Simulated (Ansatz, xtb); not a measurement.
System: Si2H4, charge 0, multiplicity 1. SMILES: [SiH3][SiH]
Structure (B3LYP-D3(BJ)/def2-TZVP (Ansatz, a program for electronic structure) minimum search):
```xyz
6

Si     0.0071     1.0500     0.8096
H     -0.4184     1.8608    -0.4081
Si     0.0198    -0.9006    -0.5838
H      0.9769    -0.6998    -1.7070
H     -1.3363    -1.1013    -1.1659
H      0.4013    -2.1512     0.1194
```

Harmonic wavenumbers from GFN2-xTB (xtb, at its own minimum), cm⁻¹: 146, 353, 369, 523, 586, 811, 832, 884, 1956, 2119, 2122, 2154.

**Question.** Give the harmonic wavenumbers at B3LYP-D3(BJ)/def2-TZVP (Ansatz, finite differences of forces, unscaled).

**Answer.** 35, 369, 380, 423, 716, 867, 933, 957, 2030, 2180, 2188, 2213 cm⁻¹. Zero-point energy 19.0 kcal/mol.
